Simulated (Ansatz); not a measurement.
Born–Oppenheimer molecular dynamics of BF₂H₄N (8 atoms, charge 0, multiplicity 1). It starts at the highest image of a converged band, a first-order saddle point between two minima.

Theory: RKS LDA/def2-SVP (Ansatz).

| Property | Result |
| --- | --- |
| ensemble | NVE (velocity Verlet) |
| time step | 0.5 fs |
| steps asked | 200 |
| starting velocities drawn for | 300 K |
| seed | 11313 |

First frame:

```xyz
8
Properties=species:S:1:pos:R:3
B 0.138 -0.358 0.116
H -0.317 0.334 1.303
F 1.401 0.057 -0.072
F -0.774 -0.072 -0.828
N 0.015 -1.777 0.699
H -0.718 -2.376 0.298
H 0.895 -2.275 0.880
H -0.322 -0.696 1.472
```

(1) How far do the bonds stretch over the last three quarters of this one trajectory? (Pairs bonded in most of those frames.)

Answers

(1) 
| bond | mean (Å) | spread (Å) | shortest | longest |
| --- | --- | --- | --- | --- |
| B1–H2 | 1.235 | 0.047 | 1.15 | 1.33 |
| B1–F3 | 1.366 | 0.038 | 1.30 | 1.44 |
| B1–F4 | 1.367 | 0.043 | 1.29 | 1.44 |
| N5–H6 | 1.038 | 0.019 | 1.00 | 1.08 |
| N5–H7 | 1.038 | 0.022 | 0.99 | 1.08 |
| N5–H8 | 1.045 | 0.058 | 0.95 | 1.13 |

Mean temperature of the second half: 875 K. The conserved energy stayed within 0.37 meV per atom of its start (net change -0.079 meV per atom), so the integration is sound. The kinetic energy rose, since the run started high on the potential surface and went downhill. A run of 0.1 ps of so small a system gives no equilibrium averages. The orbitals stay closed-shell, which can raise the energy where a bond breaks towards radicals; this wasn't checked here.

Time of the run: 2.9 min on 1 thread of Arm Neoverse V2 (shared host), peak memory 0.13 GiB.
